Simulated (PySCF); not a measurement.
Structure with atom numbers: `[CH2:1]=[N:2]/[CH:3]=[CH:4]\[C:5](=[O:6])[OH:7]`. Each H is labelled by its parent atom. Ha(C1) is cis to C3; Hb(C1) is trans to C3.

Geometry: GFN2-xTB; GIAO absolute shieldings from PySCF 2.14, gas phase, non-relativistic, averaged over equivalent atoms.

At CAM-B3LYP/6-31G-J (104 basis functions, 22 s wall time on 1 thread of an Arm Neoverse N1, shared host):
```
 atoms  σ (ppm)
    C5     15.4
    C1     37.8
    C3     38.7
    C4     98.4
    N2   -130.3
    O6    -84.9
    O7    113.1
Ha(C1)    24.61
Hb(C1)    24.82
 H(C3)    25.20
 H(O7)    27.98
 H(C4)    28.10
```

Estimate the result of repeating the calculation with B97-D/Sadlej pVTZ.

Results:


```json
{"atoms": "C5", "σ at B97-D/Sadlej pVTZ": "27.7", "change": "+12.3"}
{"atoms": "C1", "σ at B97-D/Sadlej pVTZ": "40.9", "change": "+3.1"}
{"atoms": "C3", "σ at B97-D/Sadlej pVTZ": "43.1", "change": "+4.4"}
{"atoms": "C4", "σ at B97-D/Sadlej pVTZ": "107.2", "change": "+8.8"}
{"atoms": "N2", "σ at B97-D/Sadlej pVTZ": "-91.4", "change": "+38.9"}
{"atoms": "O6", "σ at B97-D/Sadlej pVTZ": "-26.7", "change": "+58.2"}
{"atoms": "O7", "σ at B97-D/Sadlej pVTZ": "123.4", "change": "+10.3"}
{"atoms": "Ha(C1)", "σ at B97-D/Sadlej pVTZ": "24.08", "change": "-0.53"}
{"atoms": "Hb(C1)", "σ at B97-D/Sadlej pVTZ": "24.28", "change": "-0.54"}
{"atoms": "H(C3)", "σ at B97-D/Sadlej pVTZ": "24.22", "change": "-0.98"}
{"atoms": "H(O7)", "σ at B97-D/Sadlej pVTZ": "26.84", "change": "-1.14"}
{"atoms": "H(C4)", "σ at B97-D/Sadlej pVTZ": "26.94", "change": "-1.16"}
```

The largest change is at O6 (carbonyl oxygen). Cost: 213 basis functions, 93 s wall time on 1 thread of an Arm Neoverse N1, shared host. The order of the carbon signals is the same at both levels.

Hydrogen bonding in solution deshields acid and N–H amide carbonyl carbons by as much as 10 ppm beyond these values.
